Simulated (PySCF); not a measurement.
**Frontier orbitals and the lowest excitations**

Species: C₇H₆F₂.
Cartesian coordinates in Å at the GFN2-xTB level; atoms count from 1:
```
atom  x, y, z in Å
F1     2.797   -1.603   -0.751
C2     1.761   -0.812   -0.450
C3     0.493   -1.210   -0.244
C4    -0.299   -0.009    0.058
C5    -1.452    0.004    1.048
C6    -1.739    0.176   -0.392
C7     0.680    1.084   -0.008
F8     0.327    2.356    0.213
C9     1.904    0.618   -0.308
H10    0.100   -2.206   -0.284
H11   -1.518    0.864    1.697
H12   -1.688   -0.935    1.523
H13   -2.008    1.156   -0.755
H14   -2.180   -0.641   -0.941
H15    2.817    1.167   -0.426
```

Computed with TDDFT CAM-B3LYP/def2-SVPD, vertical, gas phase, core orbitals frozen in the response (PySCF).

Frontier orbitals with the atoms that hold most of them (Löwdin shares over 4%, at most four atoms; ? is withheld):

```csv
orbital,ε (eV),atoms
HOMO-3,-11.98,"F8 22%, C4 21%, C3 15%, C7 12%"
HOMO-2,-10.86,"C5 30%, C6 30%, C4 13%, C7 5%"
HOMO-1,-9.30,"C9 22%, C4 18%, C2 13%, C6 10%"
HOMO,-7.69,?
LUMO,0.22,?
LUMO+1,1.29,"C6 16%, C5 16%, F8 10%, C7 9%"
LUMO+2,1.86,"C9 12%, C7 12%, H12 11%, H14 11%"
```

Problem. Which atoms hold the LUMO, and with what shares?

Solution. C7 (bonded to 2 C and F) 20%; C2 (bonded to 2 C and F) 14%; C9 (bonded to 2 C and H) 14%; C3 (bonded to 2 C and H) 12%.

Problem. Which atoms hold the HOMO, and with what shares?

Solution. C3 (bonded to 2 C and H) 30%; C7 (bonded to 2 C and F) 18%; C2 (bonded to 2 C and F) 18%; C9 (bonded to 2 C and H) 12%.

Problem. The HOMO–LUMO gap is 7.91 eV. Where does the response calculation put the lowest singlet, and from which orbitals?

Solution. S1 is at 4.86 eV (f = 0.056), 3.06 eV below the gap, made of HOMO→LUMO (98%). Without the coupling terms of the response equations the lowest excitation would equal the gap.

Problem. One configuration dominates each of S1, S3 and S8. Which, and how do the shares of the two leading atoms of either orbital change from the occupied to the empty one?

Solution. 
- S1 (4.86 eV, f 0.056), HOMO→LUMO (98%): C3 30% → 12%, C7 18% → 20%, C2 18% → 14%
- S3 (6.44 eV, f 0.214), HOMO-1→LUMO (81%): C9 22% → 14%, C4 18% → at most 13%, C7 at most 11% → 20%, C2 13% → 14%
- S8 (7.57 eV, f 0.0079), HOMO-2→LUMO (90%): C5 30% → at most 13%, C6 30% → at most 13%, C7 5% → 20%, C2 at most 6% → 14%
